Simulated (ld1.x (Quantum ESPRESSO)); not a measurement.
**LDA (PZ) TM dataset for erbium, scalar-relativistic all-electron reference.**

ld1.x (Quantum ESPRESSO) 7.5 input, shortened:

```
&input
   title='Er', zed=68., rel=1, dft='PZ', iswitch=3,
   config='[Xe] 4f11 5d1 6s1.5 6p0'
 /
 &inputp
   pseudotype=2, tm=.true., lloc=0,
   nlcc=.true., new_core_ps=.true., rcore=2.60
 /
3
6P  2  1   0.00   0.00  3.95  3.95  0.0
5D  3  2   1.00   0.00  3.30  3.30  0.0
6S  1  0   1.50   0.00  2.65  2.65  0.0
 &test
   configts(1)='5d1 6s1.5 6p0'
 /
```

- Cutoffs needed: 15 Ry and 18 Ry (the cutoffs (Ry, on a coarse ladder) from which the occupation-weighted sum of valence levels, in a spherical-Bessel basis at the reference potential, stays within 10 and 1 mRy of its value at 400 Ry)
- Ghost test: no extra level below or beside the all-electron valence levels (p, d, s, f tested) (spherical-Bessel basis up to 400 Ry, 20 bohr box)
- Largest excitation error: -50 meV (all-electron minus pseudo) for 5d1 6s0 6p0, out of 7 test configurations
